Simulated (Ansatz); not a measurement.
CH6ClGeNO (`[NH2][GeH]([OH])[CH2]Cl`), relaxed with RKS PBE-D4/def2-SVP in Ansatz from a rough embedded geometry. The force threshold is 0.03 eV/Å; the program also tests the step.

The species carries charge 0 and has multiplicity 1.

Start:

```xyz
11

N     0.596    1.672    0.052
Ge   -0.502    0.205    0.265
O    -1.908    0.399   -0.813
C     0.370   -1.435   -0.137
Cl    1.774   -1.718    0.897
H     1.486    1.477    0.686
H     1.003    1.604   -0.913
H    -0.976    0.138    1.789
H    -2.336    1.294   -0.460
H    -0.295   -2.273   -0.110
H     0.786   -1.363   -1.255
```

How much energy does the relaxation release, and in how many steps? (Estimate.)

Computed: 53.77 kJ/mol, in 11 steps, 2 of them rejected.

Which bonds change most? (An estimate is asked.)

The calculation gave: C4–H11 from 1.195 to 1.107 Å; N1–H6 from 1.110 to 1.026 Å; O3–H9 from 1.053 to 0.976 Å; Ge2–C4 from 1.901 to 1.975 Å.

Give the relaxed structure. (An estimate is asked.)

The calculation gave: 
```xyz
11

N     0.601    1.688    0.054
Ge   -0.448    0.199    0.344
O    -1.895    0.337   -0.720
C     0.324   -1.527   -0.228
Cl    1.832   -1.827    0.717
H     1.220    1.910    0.841
H     1.169    1.649   -0.799
H    -0.793    0.189    1.857
H    -2.213    1.259   -0.716
H    -0.377   -2.365   -0.044
H     0.580   -1.513   -1.305
```
